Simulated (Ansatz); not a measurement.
Cost and result for the atomization energy of GeH4NO (`[NH2][GeH2][O]`) radical (7 atoms, 6 bonds).

Z-matrix (Å, degrees):
```
Ge
O 1 1.793
N 1 1.817 2 110.0
H 1 1.543 2 99.3 3 -121.8
H 1 1.535 2 110.1 3 118.1
H 3 1.008 1 116.8 2 143.4
H 3 1.008 1 118.3 2 -80.2
```

The species carries charge 0 and has multiplicity 2. Correlated methods include outer-core shells of Ge, which these sets cover unevenly. Scalar relativity is left out up to krypton. Geometry: relaxed with PBE0-D4/def2-TZVP. It is one conformer, not always the lowest. Program: Ansatz. All runs use 4 threads of an Arm Neoverse V1 on a shared host. Times are those of one run each, without the atoms' runs, and a repeat can differ threefold. Electronic energies, without spin–orbit coupling; frozen cores. CCSD(T)/CBS adds CCSD(T) − MP2 in def2-TZVPP to the MP2 limit, and its time is that of the two runs behind it. T1 = 0.017; ⟨S²⟩ of the reference is 0.76. With those shells the extrapolation isn't a true limit. B3LYP takes the VWN-RPA correlation (the form of Gaussian; ORCA's B3LYP/G).

CCSD(T)/CBS is a level of theory with its own doubt, some kJ/mol a heavy atom from the limit and from the frozen cores, so smaller differences don't rank the functionals.

```tsv
level	functions	wall time
revPBE-D4/def2-TZVPP	166	4.8 s
BLYP-D4/def2-TZVPP	166	4.9 s
BHLYP-D4/def2-TZVPP	166	8.5 s
PBE-QIDH/def2-TZVPP	166	11 s
CCSD(T)/def2-SVP	80	12 s
B3LYP-D4/def2-TZVPP (with forces)	166	12 s
r2SCAN-D4/def2-TZVPP (with forces)	166	15 s
r2SCANh-D4/def2-TZVPP	166	16 s
ωB97X-V/def2-TZVPP	166	21 s
ωB97M-V/def2-TZVPP (with forces)	166	28 s
MP2/def2-QZVPP	323	56 s
CCSD(T)/def2-TZVPP	166	3.2 min
CCSD(T)/CBS(def2)	–	4.1 min
```

Task: What atomization energy does each give, and how far from CCSD(T)/CBS? (An estimate is asked.)

Result: Computed: 
```csv
level,atomization (kcal/mol),difference from CCSD(T)/CBS,per bond
revPBE-D4/def2-TZVPP,477.2,-7.4,-1.2
BLYP-D4/def2-TZVPP,486.4,1.8,0.3
BHLYP-D4/def2-TZVPP,466.7,-17.9,-3.0
PBE-QIDH/def2-TZVPP,473.7,-10.9,-1.8
CCSD(T)/def2-SVP,440.5,-44.1,-7.4
B3LYP-D4/def2-TZVPP (with forces),484.1,-0.5,-0.1
r2SCAN-D4/def2-TZVPP (with forces),484.5,-0.1,0.0
r2SCANh-D4/def2-TZVPP,479.6,-5.0,-0.8
ωB97X-V/def2-TZVPP,488.5,3.9,0.6
ωB97M-V/def2-TZVPP (with forces),482.9,-1.7,-0.3
MP2/def2-QZVPP,479.4,-5.2,-0.9
CCSD(T)/def2-TZVPP,470.5,-14.1,-2.4
CCSD(T)/CBS(def2),484.6,0.0,0.0
```

Leaving LDA and LC-ωPBE aside and taking each functional with its dispersion term where it has one, the values, not all of them listed here, spread over 24.6 kcal/mol, from BHLYP-D4 to PBE-D4. LDA lies +73.0 kcal/mol from PBE without D4, its usual overbinding. The D4 term adds +3.8 kcal/mol with B3LYP and +2.0 kcal/mol with PBE0; it sums over pairs of atoms, weighted by their polarisabilities, and B3LYP, whose exchange is more repulsive, gets the larger term. From r2SCAN to r2SCAN0 (25 % exact exchange), in def2-TZVPP and without D4, the atomization energy moves by −11.6 kcal/mol: exact exchange takes away binding that semilocal exchange gives to molecules.

For some Ge, Se and Sn compounds the MP2-based and the directly extrapolated limit differ by 10 to 25 kJ/mol.
